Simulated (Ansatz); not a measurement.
The same molecule with X = O, S, Se. Ansatz, PBE0-D4/def2-TZVP geometries, multiplicity 1. Each molecule was computed in one conformer, which needn't be the lowest.

Scalar relativity is left out up to krypton.

| X | molecule | mean X–C bond length / Å | mean X–H bond length / Å | HOMO–LUMO gap (PBE/def2-TZVPP) / eV | zero-point energy (PBE0-D4/def2-TZVP) / kJ/mol | LUMO energy (PBE0/def2-TZVPP) / eV |
| --- | --- | --- | --- | --- | --- | --- |
| O | `C=C=CO` | 1.363 | 0.963 | 4.08 | 160.9 | -0.32 |
| S | `C=C=CS` | 1.760 | 1.342 | 4.02 | 146.2 | -0.32 |

Question: Give the row for X = Se, `C=C=C[SeH]`. (Estimate.)

Answer: Ansatz gave: 
```
 X      molecule  mean X–C bond length / Å  mean X–H bond length / Å  HOMO–LUMO gap (PBE/def2-TZVPP) / eV  zero-point energy (PBE0-D4/def2-TZVP) / kJ/mol  LUMO energy (PBE0/def2-TZVPP) / eV
Se  `C=C=C[SeH]`                     1.911                     1.470                                 3.88                                           141.7                               -0.54
```

From O to Se the mean X–C bond length rises at each step, by 0.548 Å in all; the mean X–H bond length rises at each step, by 0.507 Å in all; the HOMO–LUMO gap (PBE/def2-TZVPP) falls at each step, by 0.20 eV in all; the zero-point energy (PBE0-D4/def2-TZVP) falls at each step, by 19.2 kJ/mol in all; the LUMO energy (PBE0/def2-TZVPP) isn't monotonic: highest at O, lowest at Se. Bonds lengthen as the atom grows down the group.

Spin–orbit coupling is left out; it splits and shifts lone-pair levels of the heavy atoms by tenths of an eV.
